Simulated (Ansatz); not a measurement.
CH₃AlF₂S, SMILES `FC[S][AlH][F]`, 8 atoms. The species carries charge 0 and has multiplicity 1. All runs use 2 threads of an Arm Neoverse V1 on a shared host. Correlated methods freeze the cores.

(1) Give the basis size and wall time and peak host memory of each of these runs in Ansatz. RHF-CCSD(T)/def2-TZVPP energy; RKS ωB97M-V/def2-QZVPP energy; direct RPA on PBE orbitals/def2-TZVPP energy; RKS r2SCAN-D4/def2-TZVPP energy and forces; RHF-MP2/def2-QZVPP energy; RKS revPBE-D4/def2-TZVPP energy; RKS r2SCANh-D4/def2-TZVPP energy; RKS ωB97M-V/def2-SVP energy; RKS PBE0-D4/def2-TZVP frequencies; RKS PBE0-D4/def2-TZVP relaxation (5 steps); RKS PBE0-D4/def2-SVP energy; RKS PBE0-D4/def2-QZVPP energy. (An estimate is asked.)

Results:

(1) Computed: Other jobs shared the machine, so times are rough.

| level | job | functions | wall time | peak host memory (GiB) |
| --- | --- | --- | --- | --- |
| RKS PBE0-D4/def2-SVP | energy | 93 | 1.9 s | 0.17 |
| RKS revPBE-D4/def2-TZVPP | energy | 219 | 3 s | 0.27 |
| RKS r2SCAN-D4/def2-TZVPP | energy and forces | 219 | 7.5 s | 0.29 |
| direct RPA on PBE orbitals/def2-TZVPP | energy | 219 | 7.5 s | 0.44 |
| RKS r2SCANh-D4/def2-TZVPP | energy | 219 | 8 s | 0.52 |
| RKS ωB97M-V/def2-SVP | energy | 93 | 8 s | 0.27 |
| RKS PBE0-D4/def2-QZVPP | energy | 401 | 13 s | 1.2 |
| RHF-MP2/def2-QZVPP | energy | 401 | 26 s | 1.9 |
| RKS ωB97M-V/def2-QZVPP | energy | 401 | 28 s | 1.4 |
| RKS PBE0-D4/def2-TZVP | relaxation (5 steps) | 185 | 32 s | 0.45 |
| RHF-CCSD(T)/def2-TZVPP | energy | 219 | 2.5 min | 3.3 |
| RKS PBE0-D4/def2-TZVP | frequencies | 185 | 3 min | 0.45 |
